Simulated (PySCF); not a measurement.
Run record: excited-state job, `C[Se](C)(Cl)Cl`.

Method: TDDFT PBE0/def2-SVPD, vertical, gas phase, core orbitals frozen in the response (PySCF 2.14.0, density-fitted response routines). Geometry: GFN2-xTB. A driver script takes a list of jobs; this job's settings line and coordinates (Å) are shown.

Input:
```
{"job": {"kind": "uv", "xc": "PBE0", "basis": "def2-SVPD", "nstates": 8, "ntriplets": 3}, "charge": 0, "multiplicity": 1}
C     -1.236876    -0.480776     0.312406
Se    -0.074085     0.737300    -0.657621
C      1.505401    -0.474921    -0.335671
Cl    -1.987471     2.258454    -0.711013
Cl     0.719746     2.084266     0.791860
H     -0.997490    -1.497249     0.010143
H     -1.029798    -0.333860     1.372106
H     -2.268480    -0.222423     0.088511
H      1.380370    -1.352590    -0.962929
H      2.404905     0.050234    -0.639795
H      1.589204    -0.765765     0.706040
```

Output:
```
coarse grid: 45160 points
cycle   1  E = -3400.3410678569  dE = -5.420e-01  |g| = 5.640e-01  |ddm| = 4.136e+00
cycle   2  E = -3400.1480129696  dE =  1.931e-01  |g| = 9.950e-01  |ddm| = 2.526e+00
cycle   3  E = -3400.4269295519  dE = -2.789e-01  |g| = 1.322e-01  |ddm| = 1.700e+00
cycle   4  E = -3400.4315078818  dE = -4.578e-03  |g| = 5.484e-02  |ddm| = 2.665e-01
cycle   5  E = -3400.4323102598  dE = -8.024e-04  |g| = 1.530e-02  |ddm| = 9.211e-02
cycle   6  E = -3400.4323806823  dE = -7.042e-05  |g| = 2.520e-03  |ddm| = 2.822e-02
cycle   7  E = -3400.4323827805  dE = -2.098e-06  |g| = 8.774e-04  |ddm| = 5.606e-03
final grid: 91216 points
cycle   8  E = -3400.4323713557  dE = -3.812e-08  |g| = 1.092e-03  |ddm| = 5.693e-03
cycle   9  E = -3400.4323711258  dE =  2.299e-07  |g| = 1.447e-03  |ddm| = 3.531e-03
cycle  10  E = -3400.4323716973  dE = -5.715e-07  |g| = 9.720e-05  |ddm| = 1.969e-03
cycle  11  E = -3400.4323716998  dE = -2.513e-09  |g| = 1.903e-05  |ddm| = 1.809e-04
cycle  12  E = -3400.4323717000  dE = -1.619e-10  |g| = 1.073e-05  |ddm| = 6.897e-05
converged SCF energy = -3400.4323717000

Static polarisability (au): isotropic 92.504, principal 70.171 87.172 120.169

Singlet excitations
state   eV       nm        f      main configurations
  1   2.9467    420.8   0.00327   H->L 0.95
  2   3.2883    377.0   0.00189   H-1->L 0.79, H-2->L 0.19
  3   3.5662    347.7   0.02177   H-2->L 0.79, H-1->L 0.17
  4   5.1320    241.6   0.00181   H-3->L 0.94
  5   5.1996    238.4   0.02645   H->L+1 0.77, H-4->L 0.15
  6   5.2721    235.2   0.00752   H-4->L 0.82, H->L+1 0.14
  7   5.4889    225.9   0.00051   H-1->L+1 0.96
  8   5.6893    217.9   0.01162   H-2->L+1 0.93

Triplet excitations (Tamm-Dancoff, eV): 2.5082 2.9747 3.2183
```

The SCF starts on a coarse grid where the log names one; the energy can jump when the final grid takes over, and dE then counts from the start density on the new grid. H and L stand for HOMO and LUMO; the number after each pair is its weight.

Which computed singlet has the largest oscillator strength, and what do all of them sum to?

State 5 at 5.20 eV (238 nm), f = 0.026; the 8 states sum to 0.075.

How does the lowest singlet excitation compare with the HOMO–LUMO gap?

HOMO -7.00 eV and LUMO -2.78 eV give a gap of 4.22 eV; S1 at 2.95 eV lies 1.27 eV below it.

Summary of the converged run: HOMO -7.00 eV, LUMO -2.78 eV; lowest singlet 2.95 eV; lowest triplet 2.51 eV (Tamm–Dancoff); mean polarisability 92.5 au.

 The PBE0/def2-SVPD calculation is non-relativistic and has no spin–orbit coupling, an omission that weighs most on selenium.

How long does this job take on one thread of an x86-64 server, no GPU (shared host)?

About 18 s.
Labels such as C1 count atoms from 1, the log's own numbers from 0.
